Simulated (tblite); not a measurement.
Parent: `[O:1]=[C:2]1[CH2:3][CH:4](/[C:5]([SiH3:6])=[CH:7]/[SiH3:8])[CH2:9]1` with C3–C4–C5–Si6 47°, O1–C2–C3–C4 169°, C2–C3–C4–C5 131°, C3–C4–C9–C2 -8°, O1–C2–C9–C4 -169°, C6H12OSi2.

Structures optimised with GFN2-xTB, isolated species. One conformer each, not checked by frequencies here.

```csv
coordinate of the parent,value
O1=C2,1.196 Å
C2–C3,1.512 Å
C3–C4,1.547 Å
C4–C5,1.504 Å
C5–Si6,1.895 Å
C5=C7,1.335 Å
C7–Si8,1.880 Å
C4–C9,1.547 Å
C2–C9,1.511 Å
O1–C2–C3,133.7°
O1–C2–C9,133.9°
C3–C2–C9,92.3°
C2–C3–C4,88.4°
C3–C4–C5,116.8°
C3–C4–C9,89.6°
C5–C4–C9,119.0°
C4–C5–Si6,115.2°
C4–C5–C7,121.0°
Si6–C5–C7,123.8°
C5–C7–Si8,128.0°
C2–C9–C4,88.4°
```

Q: How does the shared frame change in `[SiH3:1]/[CH:2]=[C:3](/[SiH3:4])[CH:5]1[CH2:6][C:7](=[S:8])[CH2:9]1` with C2–C3–C5–C6 144°, C6H12SSi2? Atoms pair as C2 = C7, C3 = C6, C4 = C5, C5 = C3, Si6 = Si4, C7 = C2, Si8 = Si1, C9 = C9 (parent first).

A: 
```
   parent   relative  value in the relative  change
    C2–C3      C7–C6                1.496 Å  -0.016
    C3–C4      C6–C5                1.547 Å   0.000
    C4–C5      C5–C3                1.495 Å  -0.009
   C5–Si6     C3–Si4                1.898 Å  +0.003
    C5=C7      C3=C2                1.337 Å  +0.002
   C7–Si8     C2–Si1                1.885 Å  +0.005
    C4–C9      C5–C9                1.550 Å  +0.003
    C2–C9      C7–C9                1.496 Å  -0.015
 C3–C2–C9   C6–C7–C9                  93.0°    +0.7
 C2–C3–C4   C7–C6–C5                  89.0°    +0.6
 C3–C4–C5   C6–C5–C3                 116.7°    -0.1
 C3–C4–C9   C6–C5–C9                  89.0°    -0.6
 C5–C4–C9   C3–C5–C9                 114.1°    -4.9
C4–C5–Si6  C5–C3–Si4                 119.0°    +3.8
 C4–C5–C7   C5–C3–C2                 120.8°    -0.2
Si6–C5–C7  Si4–C3–C2                 120.3°    -3.5
C5–C7–Si8  C3–C2–Si1                 128.2°    +0.2
 C2–C9–C4   C7–C9–C5                  88.9°    +0.5
```

Of the parent's bonds, C2–C3 and C2–C9 change most and about equally (-0.016 to -0.015 Å). Bonds of the relative outside the shared frame: C7=S8 1.610 Å. Point group C1 → C1.

These are computed values.
